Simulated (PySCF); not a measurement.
Calculation: PySCF with PBE-D3(BJ)/def2-TZVP // CAM-B3LYP-D3(BJ)/def2-TZVP. All species are isolated molecules in the gas phase. One relaxed conformer stands for a flexible species; it need not be the lowest. 

Reference species (SMILES): `[F][Ga]([F])[F]` (neutral, multiplicity 1).

| Quantity | Value |
|---|---|
| LUMO | -3.35 eV |
| HOMO | -9.66 eV |
| S1 oscillator strength | 0.000 |

After one change: the LUMO rises by 1.25 eV; the HOMO goes up by 2.94 eV; the S1 oscillator strength hardly moves.

Question: Name the change that produced these shifts. The new species is one of these.
A. `[F][Ga]([F])[SH]` (F–Ga–S–H torsion 0°)
B. `[F][Ga]([SH])[SH]` (S–Ga–S–H torsion -180°, S–Ga–S–H torsion -180°)
C. `[SH][Ga]([SH])[SH]`

Answer: B, `[F][Ga]([SH])[SH]` (S–Ga–S–H torsion -180°, S–Ga–S–H torsion -180°)
